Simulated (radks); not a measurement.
Results of a calculation; reference values are marked as such.
Effect of the nuclear size on the aluminium ion Al+, [Ne] 3s2. Code: a radial shooting solver on a logarithmic mesh with Libxc functionals. Model: Dirac Kohn-Sham, exchange-only LDA, spin-unpolarised, spherical densities, finite nucleus; Fermi nuclear charge, rms radius 3.061 fm. The rms radius is varied about that value; shifts are against it.

rms radius (fm)  total energy shift (eV)  density at nucleus (e/bohr^3)  1s1/2 shift (meV)
2.5468                          -0.00113                           1491             -0.471
2.7702                         -0.000667                           1490             -0.277
3.061                                  0                           1488              0.000
3.2263                          0.000408                           1487              0.170
3.7497                           0.00184                           1485              0.765

Slopes of the eigenvalues against <r^2> in GHz/fm^2, as finite differences over the two radii next to the reference (eigenvalue slopes, not the field-shift constants of lines): 1s1/2 39.5.
